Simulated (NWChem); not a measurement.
# Correlation energy of hydrogen bromide (HBr)

```xyz
2

Br     0.0000     0.0000     0.0395
H      0.0000     0.0000    -1.3829
```
Charge 0, spin multiplicity 1.

Program: NWChem. All single points use one geometry, from PBE0/def2-SVP, a minimum by its harmonic frequencies.

Basis set: def2-TZVP. Each correlation energy counts from its own Hartree-Fock reference.

The Hamiltonian is non-relativistic. The correlated methods keep 9 core orbitals frozen. No row is a measurement; the coupled-cluster row has its own basis-set and correlation limits.

| method | correlation energy (mHa) |
|---|---|
| SCS-MP2 | ? |
| CR-CCSD[T] | ? |
| CR-CCSD(T) | -301.8 |
| CCSD(T) | -303.1 |
| CCSD+T(CCSD) | ? |
| CCSD | -294.5 |
| MP2 | ? |

**Question.** Fill in the missing entries.

**Answer.** 
- SCS-MP2, correlation energy (mHa): -268.8
- CR-CCSD[T], correlation energy (mHa): -302.0
- CCSD+T(CCSD), correlation energy (mHa): -303.4
- MP2, correlation energy (mHa): -284.0
